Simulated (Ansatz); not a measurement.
`C[CH2][Ga]([OH])[OH]`. Charge 0, multiplicity 1.

```xyz
12

C    -1.586   -0.854   -0.445
C    -0.316   -0.956    0.392
Ga    0.900    0.560    0.207
O     0.496    1.925   -0.884
O     2.447    0.648    1.107
H    -2.225   -1.729   -0.301
H    -1.362   -0.780   -1.512
H    -2.173    0.029   -0.184
H     0.254   -1.856    0.138
H    -0.551   -1.050    1.457
H     1.145    2.630   -0.918
H     2.971    1.434    0.944
```

**Question.** What are the harmonic wavenumbers in cm⁻¹ at PBE0-D4/def2-TZVP (Ansatz, finite differences of forces, unscaled)? (Best estimate.)

**Answer.** Ansatz gave: 26, 92, 148, 196, 232, 272, 285, 364, 556, 651, 678, 691, 759, 843, 956, 979, 1054, 1236, 1255, 1414, 1448, 1491, 1497, 3045, 3056, 3093, 3112, 3128, 3909, 3911.

**Question.** Is this a minimum?

**Answer.** Yes, all 30 modes are real.

**Question.** Give the ideal-gas thermochemistry at 298.15 K and 1 bar (rigid rotor, harmonic oscillator; point group Cs, symmetry number 1).

**Answer.** Zero-point energy 241.5 kJ/mol; H(298) − E = 265.8 kJ/mol; entropy 379.4 J/(mol·K), of which translation 169.8, rotation 113.1, vibration 96.5; G(298) − E = 152.7 kJ/mol. Modes under 100 cm⁻¹ are hindered rotations or soft bends, so the harmonic entropy is rough.

**Question.** And at 400, 500, 600, 800 and 1000 K?

**Answer.** 
| T (K) | H − E (kJ/mol) | S (J/mol/K) | G − E (kJ/mol) |
| --- | --- | --- | --- |
| 400 | 279.5 | 418.7 | 112.0 |
| 500 | 294.9 | 453.0 | 68.4 |
| 600 | 311.9 | 483.9 | 21.5 |
| 800 | 349.4 | 537.8 | -80.8 |
| 1000 | 390.7 | 583.8 | -193.1 |
